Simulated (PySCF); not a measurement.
A series of related molecules.

All values: PBE0/pcSseg-1 (PySCF) at GFN2-xTB geometries, gas phase, one conformer each.

Question: Rank by the lowest Hirshfeld charge on any atom, highest value first.
A. `F[C@@H]([SiH3])[Si@H](Cl)CC(F)(F)F`
B. `F[C@@H]([SiH3])[Si@@H](Cl)C(F)(F)F`
C. `F[C@@H]([SiH3])[Si@@H](Cl)C1CC1`
D. `F[C@@H]([SiH3])[Si@@H](F)Cl`
E. `C=CC[Si@@H](Cl)[C@H](F)[SiH3]`

Answer: B (-0.122 e), C (-0.138 e), E (-0.157 e), A (-0.188 e), D (-0.202 e).

Question: Rank by LUMO energy, highest first.
A. `F[C@@H]([SiH3])[Si@@H](F)Cl`
B. `F[C@@H]([SiH3])[Si@H](Cl)CC(F)(F)F`
C. `C=C(C)[Si@@H](Cl)[C@H](F)[SiH3]`
D. `C=CC[Si@@H](Cl)[C@H](F)[SiH3]`

Answer: B (0.11 eV), D (-0.19 eV), A (-0.33 eV), C (-0.65 eV).

Question: Rank by the highest Hirshfeld charge on any atom, highest value first.
A. `F[C@@H]([SiH3])[Si@@H](Cl)C(F)(F)F`
B. `C=CC[Si@@H](Cl)[C@H](F)[SiH3]`
C. `F[C@@H]([SiH3])[Si@@H](F)Cl`

Answer: C (+0.430 e), B (+0.359 e), A (+0.341 e).

All values together:

```csv
SMILES,formula,μ (D),HOMO (eV),LUMO (eV),lowest IAO charge (e),highest IAO charge (e),lowest Hirshfeld charge (e),highest Hirshfeld charge (e)
C=CC[Si@@H](Cl)[C@H](F)[SiH3],C4H10ClFSi2,1.98,-7.41,-0.19,-0.543 (C),+0.927 (Si),-0.157 (C),+0.359 (Si)
F[C@@H]([SiH3])[Si@H](Cl)CC(F)(F)F,C3H7ClF4Si2,2.99,-8.48,0.11,-0.609 (C),+0.934 (Si),-0.188 (C),+0.353 (Si)
F[C@@H]([SiH3])[Si@@H](Cl)C1CC1,C4H10ClFSi2,3.19,-7.99,0.17,-0.441 (C),+0.935 (Si),-0.138 (C),+0.354 (Si)
C=C(C)[Si@@H](Cl)[C@H](F)[SiH3],C4H10ClFSi2,3.01,-7.83,-0.65,-0.414 (C),+0.917 (Si),-0.124 (F),+0.351 (Si)
F[C@@H]([SiH3])[Si@@H](F)Cl,CH5ClF2Si2,1.02,-8.54,-0.33,-0.537 (F),+1.211 (Si),-0.202 (F),+0.430 (Si)
F[C@@H]([SiH3])[Si@@H](Cl)C(F)(F)F,C2H5ClF4Si2,1.29,-8.68,-0.62,-0.366 (C),+0.904 (Si),-0.122 (F),+0.341 (Si)
```

Conformers: `[CH2:1]=[CH:2][CH2:3][Si@@H:4]([Cl:5])[C@H:6]([F:7])[SiH3:8]` with C1–C2–C3–Si4 104°, C2–C3–Si4–Cl5 175°, C3–Si4–C6–F7 -44°; `[F:1][C@@H:2]([SiH3:3])[Si@H:4]([Cl:5])[CH2:6][C:7]([F:8])([F:9])[F:10]` with F1–C2–Si4–Cl5 -66°, C2–Si4–C6–C7 -162°; `[F:1][C@@H:2]([SiH3:3])[Si@@H:4]([Cl:5])[CH:6]1[CH2:7][CH2:8]1` with F1–C2–Si4–Cl5 66°, C2–Si4–C6–C7 85°; `[CH2:1]=[C:2]([CH3:3])[Si@@H:4]([Cl:5])[C@H:6]([F:7])[SiH3:8]` with C1–C2–Si4–Cl5 -26°, C2–Si4–C6–F7 166°; `[F:1][C@@H:2]([SiH3:3])[Si@@H:4]([F:5])[Cl:6]` with F1–C2–Si4–F5 173°; `[F:1][C@@H:2]([SiH3:3])[Si@@H:4]([Cl:5])[C:6]([F:7])([F:8])[F:9]` with F1–C2–Si4–Cl5 69°.
